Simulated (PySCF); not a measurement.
This PySCF input asks for the NMR shieldings of SMILES C=C[C@H]1C[Si@@H](CCC)C1, C₈H₁₆Si; the geometry comes from PBE0-D3(BJ)/def2-SVP.

```python
import basis_set_exchange as bse
import numpy as np
from pyscf import gto, dft
from pyscf.prop import nmr

atoms = """
C     4.332343    0.183831    0.220688
C     3.023569    0.378779    0.389850
C     1.969983   -0.677665    0.327953
C     1.097951   -0.840631    1.610284
Si   -0.323354   -1.349767    0.463429
C    -2.067222   -0.700619    0.739370
C    -3.001323   -0.905956   -0.454066
C    -4.407302   -0.373229   -0.220741
C     0.845188   -0.449448   -0.728766
H     5.047883    1.008242    0.279980
H     4.736723   -0.812820    0.014964
H     2.655535    1.394307    0.594073
H     2.454736   -1.645868    0.113322
H     1.509932   -1.491240    2.394003
H     0.889840    0.147785    2.056373
H    -0.366276   -2.827588    0.213731
H    -2.484525   -1.190725    1.638087
H    -1.995975    0.373645    0.988100
H    -2.569251   -0.420295   -1.346987
H    -3.053016   -1.981328   -0.699818
H    -5.054915   -0.537911   -1.095846
H    -4.393111    0.709008   -0.013938
H    -4.880400   -0.866792    0.643430
H     1.065785   -0.797431   -1.747294
H     0.583956    0.622414   -0.778549
"""
names = dict.fromkeys(["C", "Si", "H"], "pcSseg-1")
basis = {el: gto.basis.parse(bse.get_basis(n, elements=[el], fmt="nwchem")) for el, n in names.items()}
mol = gto.M(atom=atoms, basis=basis, charge=0, verbose=0)
mf = dft.RKS(mol, xc="GGA_XC_KT2")
mf.grids.level = 2
mf.grids.alignment = dft.numint.BLKSIZE   # the property module wants whole blocks of grid points
mf.conv_tol = 1e-9
mf.kernel()

calc = nmr.RKS(mf)   # GIAO
sigma = calc.kernel()   # uncoupled for a functional without exact exchange
for i, s in enumerate(sigma):   # ppm
    print("%2d %-2s %9.2f" % (i, mol.atom_pure_symbol(i), np.trace(s) / 3))
```

Q: Give the expected output.

A: 
```
 0 C      75.82
 1 C      36.86
 2 C     138.84
 3 C     159.13
 4 Si    369.30
 5 C     160.32
 6 C     161.45
 7 C     162.23
 8 C     159.31
 9 H      26.43
10 H      26.25
11 H      25.51
12 H      28.48
13 H      29.82
14 H      30.19
15 H      26.45
16 H      30.41
17 H      30.45
18 H      29.87
19 H      29.94
20 H      29.81
21 H      30.29
22 H      30.27
23 H      29.80
24 H      30.27
```

These numbers come from an equivalent density-fitted implementation of the same equations, which agrees with the script to about 0.01 ppm for H and up to a few tenths of a ppm for heavy atoms, so last digits may differ.

Q: Turn these shieldings into chemical shifts. Chemical shifts δ = σref − σ; ¹³C (σref 183.22) and ²⁹Si (σref 361.05) and ¹H (σref 31.18) against TMS, all at this level.

A: Averaging equivalent atoms: C 1: 146.4; C 0: 107.4; C 2: 44.4; C 3/8: 24.0; C 5: 22.9; C 6: 21.8; C 7: 21.0; Si 4: -8.2; H 11: 5.66; H 10: 4.93; H 9: 4.75; H 15: 4.73; H 12: 2.70; H 13/23: 1.37; H 18/19: 1.27; H 20/21/22: 1.06; H 14/24: 0.95; H 16/17: 0.75 ppm. 

Size and cost of the density-fitted run: 240 basis functions, 56 s wall time on 1 thread of an Arm Neoverse V2, shared host; peak memory 0.96 GiB.
